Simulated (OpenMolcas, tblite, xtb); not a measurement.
**A ladder of methods for GaNH2F2 (SMILES [NH2][Ga]([F])[F])**

The species is GaNH2F2 (6 atoms), meant as a singlet with charge 0. SMILES: `[NH2][Ga]([F])[F]`. Geometry: relaxed at PBE0-D4/def2-TZVP.

Quantity: the electronic atomisation energy, in eV. The values are calculated. Electronic energies at fixed atoms, without zero-point motion or spin-orbit coupling.

```csv
level,kind,program,value (eV),less CCSD(T)/cc-pVDZ,CPU time (all runs)
GFN2-xTB,semi-empirical,tblite,21.30,+2.34,under 2 s
GFN0-xTB,semi-empirical,xtb,26.57,+7.61,under 2 s
HF/cc-pVDZ,Hartree–Fock,OpenMolcas,13.42,-5.54,18 s
SVWN5/cc-pVDZ,LDA,OpenMolcas,24.18,+5.22,41 s
PBE/cc-pVDZ,GGA,OpenMolcas,20.97,+2.01,54 s
r2SCAN/cc-pVDZ,meta-GGA,OpenMolcas,20.48,+1.52,96 s
B3LYP/cc-pVDZ,global hybrid,OpenMolcas,20.15,+1.19,55 s
CCSD(T)/cc-pVDZ,coupled cluster or CI,OpenMolcas,18.96,0.00,1.8 min
```

CCSD(T)/cc-pVDZ is the highest level here, not the true value. All-electron rows without a relativistic Hamiltonian named are non-relativistic. The values span 13.42 to 26.57 eV. The xTB rows lack spin polarisation, so open shells miss the exchange term that lowers them. In the correlated wave-function rows the outer d shell of Ga is correlated, in sets not made for it. Times are those of the runs behind each value, whatever else they computed, on shared processors of several kinds: orders of magnitude only.
